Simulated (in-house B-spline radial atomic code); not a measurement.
# Binding energies in Tl3+

NIST's tabulated ground configuration is [Xe] 4f14 5d10; each binding energy is the energy of the ion with one electron taken from that subshell, relaxed, less that of the parent. All numbers are computed (Dirac-Hartree-Fock, average of configuration; Fermi nucleus of rms radius 5.4759 fm) with a radial B-spline atomic code at the basis-set limit, not measured. Energies include first-order Breit, QED and recoil terms.

```tsv
subshell	X-ray name	binding energy (eV)	-ε (eV)	relaxation (eV)
1s	K	85563.3	86130.9	93.9
2s	L1	15390.7	15508.1	56.2
2p1/2	L2	14736.5	14857.9	61.2
2p3/2	L3	12694.4	12789.0	57.2
3s	M1	3750.1	3794.1	31.4
3p1/2	M2	3458.2	3502.7	32.7
3p3/2	M3	2999.4	3036.7	30.4
3d3/2	M4	2523.9	2562.0	33.6
3d5/2	M5	2427.6	2463.4	32.8
4s	N1	891.7	907.7	13.2
4p1/2	N2	765.7	781.3	13.1
4p3/2	N3	653.4	666.6	11.8
4d3/2	N4	447.9	460.2	11.7
4d5/2	N5	427	438.5	11.3
5s	O1	177.9	181.7	3.3
4f5/2	N6	159.4	170.3	11.2
4f7/2	N7	154.9	165.5	11.0
5p1/2	O2	134.2	137.5	2.9
5p3/2	O3	114.1	116.6	2.4
5d3/2	O4	51.55	53.08	1.51
5d5/2	O5	49.29	50.62	1.36
```

Relaxation = -ε minus the binding energy without Breit, QED and recoil terms.

Emission lines follow as differences of binding energies, with λ = 12398.42 eV·Å / E:

| line | holes | energy (eV) | wavelength (Å) |
| --- | --- | --- | --- |
| K-L3 | 1s → 2p3/2 | 72868.9 | 0.17015 |
| K-L2 | 1s → 2p1/2 | 70826.8 | 0.17505 |
| K-M3 | 1s → 3p3/2 | 82563.9 | 0.15017 |
| L3-M5 | 2p3/2 → 3d5/2 | 10266.8 | 1.2076 |
| L2-M4 | 2p1/2 → 3d3/2 | 12212.6 | 1.0152 |
| L1-M3 | 2s → 3p3/2 | 12391.3 | 1.0006 |
| L3-M1 | 2p3/2 → 3s | 8944.3 | 1.3862 |
| L2-N4 | 2p1/2 → 4d3/2 | 14288.6 | 0.86771 |
| M5-N7 | 3d5/2 → 4f7/2 | 2272.7 | 5.4554 |
| M4-N6 | 3d3/2 → 4f5/2 | 2364.5 | 5.2436 |

Question: What screening constant σ does Moseley's law, E = (3/4)·13.6057 eV·(Z - σ)², need for K-L3?

Answer: σ = -3.50.

Moseley's non-relativistic formula needs a falling, then negative, screening constant for heavy elements, because relativity binds the 1s electron more strongly than the formula allows.

Question: What does it cost to remove both a 3p1/2 and a 3d3/2 electron?

Answer: 6052.6 eV, which is 70.46 eV more than the two single binding energies together.

Question: What does it cost to remove two 3s electrons?

Answer: 7577.1 eV, which is 76.95 eV more than the two single binding energies together.

Question: What does it cost to remove both a 4s and a 4p3/2 electron?

Answer: 1574.1 eV, which is 29 eV more than the two single binding energies together.
